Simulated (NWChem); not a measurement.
System: C₃H₇FSi; SMILES C=C(C)[SiH2]F

Input file for NWChem:

```
start job
memory heap 200 mb stack 900 mb global 1100 mb
geometry units angstroms noautosym nocenter noautoz
  C      0.897424     1.770726    -0.420186
  C     -0.005209     0.865482    -0.013305
  C     -1.442477     1.212680     0.252205
  Si     0.562008    -0.893275     0.247289
  F     -0.326836    -1.893206    -0.687085
  H      0.629567     2.824567    -0.568705
  H      1.939349     1.502581    -0.623753
  H     -1.718485     0.996274     1.298184
  H     -2.114460     0.607340    -0.378359
  H     -1.650251     2.275717     0.055598
  H      0.340809    -1.337145     1.655126
  H      1.993524    -1.034581    -0.139813
end
basis spherical
  * library sto-3g
end
dft
  xc b3lyp
  iterations 150
end
property
  response 1 0.0773
end
task dft property
```

Parts of the log:

```
             Northwest Computational Chemistry Package (NWChem) 7.3.0
             --------------------------------------------------------

                             Geometry "geometry" -> ""
                             -------------------------

 Output coordinates in angstroms (scale by  1.889725989 to convert to a.u.)

  No.       Tag          Charge          X              Y              Z
 ---- ---------------- ---------- -------------- -------------- --------------
    1 C                    6.0000     0.89742400     1.77072600    -0.42018600
    2 C                    6.0000    -0.00520900     0.86548200    -0.01330500
    3 C                    6.0000    -1.44247700     1.21268000     0.25220500
    4 Si                  14.0000     0.56200800    -0.89327500     0.24728900
    5 F                    9.0000    -0.32683600    -1.89320600    -0.68708500
    6 H                    1.0000     0.62956700     2.82456700    -0.56870500
    7 H                    1.0000     1.93934900     1.50258100    -0.62375300
    8 H                    1.0000    -1.71848500     0.99627400     1.29818400
    9 H                    1.0000    -2.11446000     0.60734000    -0.37835900
   10 H                    1.0000    -1.65025100     2.27571700     0.05559800
   11 H                    1.0000     0.34080900    -1.33714500     1.65512600
   12 H                    1.0000     1.99352400    -1.03458100    -0.13981300

 Effective nuclear repulsion energy (a.u.)     223.7314862948

                              NWChem Property Module
                              ----------------------

                                 NWChem DFT Module
                                 -----------------

 Summary of "ao basis" -> "ao basis" (spherical)
 ------------------------------------------------------------------------------
       Tag                 Description            Shells   Functions and Types
 ---------------- ------------------------------  ------  ---------------------
 C                           sto-3g                  3        5   2s1p
 Si                          sto-3g                  5        9   3s2p
 F                           sto-3g                  3        5   2s1p
 H                           sto-3g                  1        1   1s

            General Information
            -------------------
          SCF calculation type: DFT
          Wavefunction type:  closed shell.
          No. of atoms     :    12
          No. of electrons :    48
           Alpha electrons :    24
            Beta electrons :    24
          Charge           :     0
          Spin multiplicity:     1
          Use of symmetry is: off; symmetry adaption is: off
          Maximum number of iterations: 150
          AO basis - number of functions:    36
                     number of shells:    24
          Convergence on energy requested:  1.00D-06
          Convergence on density requested:  1.00D-05
          Convergence on gradient requested:  5.00D-04

              XC Information
              --------------
                         B3LYP Method XC Potential
                     Hartree-Fock (Exact) Exchange  0.200
                        Slater Exchange Functional  0.800 local
                    Becke 1988 Exchange Functional  0.720 non-local
              Lee-Yang-Parr Correlation Functional  0.810
                  VWN I RPA Correlation Functional  0.190 local

             Grid Information
             ----------------
          Grid used for XC integration:  medium
          Radial quadrature: Mura-Knowles
          Angular quadrature: Lebedev.
          Tag              B.-S. Rad. Rad. Pts. Rad. Cut. Ang. Pts.
          ---              ---------- --------- --------- ---------
          C                   0.70       49          10.0       434
          Si                  1.10       88          10.0       590
          F                   0.50       49          11.0       434
          H                   0.35       45          11.0       434
          Grid pruning is: on
          Number of quadrature shells:   599
          Spatial weights used:  Erf1

      Superposition of Atomic Density Guess
      -------------------------------------

 Sum of atomic energies:        -498.25320286

      Non-variational initial energy
      ------------------------------

 Total energy =    -498.811310
 1-e energy   =   -1140.787959
 2-e energy   =     418.245163
 HOMO         =      -0.111426
 LUMO         =       0.238479

   convergence    iter        energy       DeltaE   RMS-Dens  Diis-err
 ---------------- ----- ----------------- --------- --------- ---------
 d= 0,ls=0.0,diis     1   -501.5283599513 -7.25D+02  5.08D-02  4.54D-01
 d= 0,ls=0.0,diis     2   -501.4822208954  4.61D-02  2.92D-02  9.13D-01
 d= 0,ls=0.0,diis     3   -501.6279423275 -1.46D-01  4.15D-03  6.37D-03
 d= 0,ls=0.0,diis     4   -501.6278061575  1.36D-04  2.41D-03  8.15D-03
 d= 0,ls=0.0,diis     5   -501.6289588100 -1.15D-03  5.92D-04  4.28D-04
  Resetting Diis
 d= 0,ls=0.0,diis     6   -501.6290323581 -7.35D-05  6.51D-05  3.34D-06
 d= 0,ls=0.0,diis     7   -501.6290328291 -4.71D-07  3.29D-05  3.92D-07
 d= 0,ls=0.0,diis     8   -501.6290328628 -3.37D-08  1.37D-05  2.19D-07
 d= 0,ls=0.0,diis     9   -501.6290328994 -3.65D-08  1.84D-06  2.99D-09

         Total DFT energy =     -501.629032899360
      One electron energy =    -1138.908441001748
           Coulomb energy =      464.034917632007
    Exchange-Corr. energy =      -50.486995824446
 Nuclear repulsion energy =      223.731486294827

 Numeric. integr. density =       48.000005867563

                       DFT Final Molecular Orbital Analysis
                       ------------------------------------

 Vector   22  Occ=2.000000D+00  E=-1.963818D-01
              MO Center=  2.9D-01,  1.1D+00, -1.7D-01, r^2= 2.2D+00
   Bfn.  Coefficient  Atom+Function         Bfn.  Coefficient  Atom+Function
  ----- ------------  ---------------      ----- ------------  ---------------
     5      0.598022   1 C  pz               10      0.548656   2 C  pz
    27      0.190892   5 F  px               32     -0.173233   8 H  s
    33      0.165199   9 H  s                 3      0.152697   1 C  px
    35     -0.136977  11 H  s                 8      0.134277   2 C  px
     4      0.127789   1 C  py               15     -0.116827   3 C  pz

 Vector   23  Occ=2.000000D+00  E=-1.756775D-01
              MO Center= -6.7D-02, -1.7D+00, -5.3D-01, r^2= 1.4D+00
   Bfn.  Coefficient  Atom+Function         Bfn.  Coefficient  Atom+Function
  ----- ------------  ---------------      ----- ------------  ---------------
    27      0.736160   5 F  px               29     -0.500249   5 F  pz
    36     -0.318706  12 H  s                28     -0.224937   5 F  py
    35      0.195675  11 H  s                 9     -0.131355   2 C  py
     7      0.076339   2 C  s                 5     -0.072667   1 C  pz
    13     -0.040071   3 C  px               34      0.037082  10 H  s

 Vector   24  Occ=2.000000D+00  E=-1.736161D-01
              MO Center= -2.3D-01, -1.5D+00, -4.5D-01, r^2= 1.8D+00
   Bfn.  Coefficient  Atom+Function         Bfn.  Coefficient  Atom+Function
  ----- ------------  ---------------      ----- ------------  ---------------
    28      0.684414   5 F  py               29     -0.567494   5 F  pz
     9      0.272167   2 C  py               35      0.261722  11 H  s
     7     -0.159730   2 C  s                27     -0.145490   5 F  px
    30     -0.101761   6 H  s                34     -0.076359  10 H  s
     8     -0.073558   2 C  px               13      0.070224   3 C  px

 Vector   25  Occ=0.000000D+00  E= 1.117849D-01
              MO Center=  3.8D-01,  1.1D+00, -1.7D-01, r^2= 1.9D+00
   Bfn.  Coefficient  Atom+Function         Bfn.  Coefficient  Atom+Function
  ----- ------------  ---------------      ----- ------------  ---------------
     5      0.746682   1 C  pz               10     -0.700711   2 C  pz
    24     -0.192354   4 Si pz                3      0.186108   1 C  px
    32      0.179518   8 H  s                33     -0.176959   9 H  s
     8     -0.164323   2 C  px               35      0.164382  11 H  s
     9     -0.160261   2 C  py                4      0.149149   1 C  py

 Vector   26  Occ=0.000000D+00  E= 2.712683D-01
              MO Center=  4.3D-01, -7.0D-01,  1.4D-01, r^2= 2.7D+00
   Bfn.  Coefficient  Atom+Function         Bfn.  Coefficient  Atom+Function
  ----- ------------  ---------------      ----- ------------  ---------------
    21      1.172308   4 Si s                35     -0.548788  11 H  s
    36     -0.549522  12 H  s                 7     -0.496058   2 C  s
     9      0.445545   2 C  py               28     -0.308246   5 F  py
    26     -0.286869   5 F  s                17     -0.243419   4 Si s
    29     -0.244003   5 F  pz               27     -0.226252   5 F  px

 Vector   27  Occ=0.000000D+00  E= 3.023350D-01
              MO Center=  3.9D-01, -6.5D-01,  1.8D-01, r^2= 2.5D+00
   Bfn.  Coefficient  Atom+Function         Bfn.  Coefficient  Atom+Function
  ----- ------------  ---------------      ----- ------------  ---------------
    23      0.736448   4 Si py               22      0.612294   4 Si px
    24      0.423025   4 Si pz               36     -0.376043  12 H  s
    26      0.348625   5 F  s                 7     -0.327179   2 C  s
    29      0.319286   5 F  pz               10     -0.287059   2 C  pz
    28      0.270798   5 F  py               27      0.256111   5 F  px

     Multipole analysis of the density
     ---------------------------------

     L   x y z        total         alpha         beta         nuclear
     -   - - -        -----         -----         ----         -------
     0   0 0 0     -0.000000    -24.000000    -24.000000     48.000000

     1   1 0 0      0.043396     -0.965749     -0.965749      1.974894
     1   0 1 0      0.142959      0.654104      0.654104     -1.165249
     1   0 0 1      0.164850      2.455124      2.455124     -4.745399

     2   2 0 0    -25.319516    -86.036804    -86.036804    146.754091
     2   1 1 0     -0.698961     12.194284     12.194284    -25.087530
     2   1 0 1     -0.357457      5.683362      5.683362    -11.724182
     2   0 2 0    -26.637060   -183.291394   -183.291394    339.945728
     2   0 1 1     -0.639673     -4.773575     -4.773575      8.907477
     2   0 0 2    -26.437278    -34.377112    -34.377112     42.316945

 *** CALLING NEW AORESP DRIVER FOR CLOSED AND OPEN SHELLS ***
 Entering AOResponse driver routine

--------------------------------------------------------------------------------

          -----------------------------------------------
          Solving response equations for perturbing field
          -----------------------------------------------

 number of frequencies:     1
 frequency in a.u.:  0.7730000E-01
 Perturbing field: electric
 Using El. Dipole Length Gauge

 Setting up CPKS with frequency omega =      0.07730000 a.u.

                            NWChem Dynamic CPHF Module
                            --------------------------

    scftype = RHF
    nclosed =   24
      nopen =    0
  variables =      576
  num. vecs =        3
  tolerance =   1.0D-04
  max. iter =   50

 SCF residual:    3.5108587802845897E-005

Iterative solution of linear equations
  No. of variables      576
  No. of equations        3
  Maximum subspace       30
       Convergence  1.0D-04

   iter   nsub   residual    time
   ----  ------  --------  ---------
     1      3    6.10D+00       5.6
     2      6    2.41D+00       7.2
     3      9    8.70D-02       8.8
     4     12    2.99D-02      10.4
     5     15    1.05D-02      11.9
     6     18    1.66D-04      13.5
     7     21    4.09D-05      15.1

 Electric Dipole Response Matrix (nonzero elements):

              1        2        3
    1   32.2362   3.5483  -4.0241
    2    3.5483  35.7326  -4.3078
    3   -4.0241  -4.3078  20.2849

 ------------------------------------------
 average:        29.41791 + I       0.00000

 DFT Linear Response polarizability / au
 Frequency  =       0.0773000 / au
 Wavelength =     589.4353558 / nm
              X              Y              Z
 -----------------------------------------------
 X      32.2361759      3.5483449     -4.0241411
 Y       3.5483402     35.7326388     -4.3078143
 Z      -4.0241307     -4.3078037     20.2849044
 -----------------------------------------------
 Eigenvalues =      30.1210802     39.6769742     18.4556647
 Isotropic   =      29.4179064
 Anisotropic =      18.4084357
 -----------------------------------------------

 Magnetic Dipole Response Matrix (nonzero elements):
```

Level: B3LYP/STO-3G. STO-3G and 3-21G are far too small for this property and stand as cheap habits. Structure relaxed at the PBE0/def2-SVP level. No frequency run checked for a minimum.
